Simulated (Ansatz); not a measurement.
`O=C=[N][In]([F])[F]` and `O=C=[N][Ga]([F])[F]` differ in one element.

Ansatz, PBE0-D4/def2-TZVP geometries, multiplicity 1. Each molecule was computed in one conformer, which needn't be the lowest.

Elements past krypton have def2 core potentials. Scalar relativity is left out up to krypton.

```json
{"property": "ideal-gas entropy at 298 K and 1 bar (rigid rotor, harmonic PBE0-D4/def2-TZVP) / J/(mol·K)", "`O=C=[N][In]([F])[F]`": "381"}
{"property": "HOMO energy (ωB97M-V/def2-TZVPP) / eV", "`O=C=[N][In]([F])[F]`": "-11.53"}
{"property": "HOMO–LUMO gap (ωB97M-V/def2-TZVPP) / eV", "`O=C=[N][In]([F])[F]`": "10.47"}
{"property": "LUMO energy (PBE0/def2-TZVPP) / eV", "`O=C=[N][In]([F])[F]`": "-3.08"}
{"property": "HOMO energy (PBE0/def2-TZVPP) / eV", "`O=C=[N][In]([F])[F]`": "-9.28"}
{"property": "HOMO energy (PBE/def2-TZVPP) / eV", "`O=C=[N][In]([F])[F]`": "-7.86"}
```

(1) Give the same properties after the change, and the shifts. (Best estimate.)

Answers

(1) Computed: 
```json
{"property": "ideal-gas entropy at 298 K and 1 bar (rigid rotor, harmonic PBE0-D4/def2-TZVP) / J/(mol·K)", "`O=C=[N][Ga]([F])[F]`": "363", "shift": "-18"}
{"property": "HOMO energy (ωB97M-V/def2-TZVPP) / eV", "`O=C=[N][Ga]([F])[F]`": "-11.77", "shift": "-0.24"}
{"property": "HOMO–LUMO gap (ωB97M-V/def2-TZVPP) / eV", "`O=C=[N][Ga]([F])[F]`": "11.79", "shift": "1.32"}
{"property": "LUMO energy (PBE0/def2-TZVPP) / eV", "`O=C=[N][Ga]([F])[F]`": "-1.93", "shift": "1.15"}
{"property": "HOMO energy (PBE0/def2-TZVPP) / eV", "`O=C=[N][Ga]([F])[F]`": "-9.52", "shift": "-0.24"}
{"property": "HOMO energy (PBE/def2-TZVPP) / eV", "`O=C=[N][Ga]([F])[F]`": "-8.07", "shift": "-0.21"}
```

With PBE0 the HOMO falls by 0.24 eV and the LUMO rises by 1.15 eV, so the gap widens by about 1.39 eV. PBE moves the HOMO by -0.21 eV and ωB97M-V by -0.24 eV. Modes under 60 cm⁻¹, often nearly free rotors, make the harmonic entropy too high.
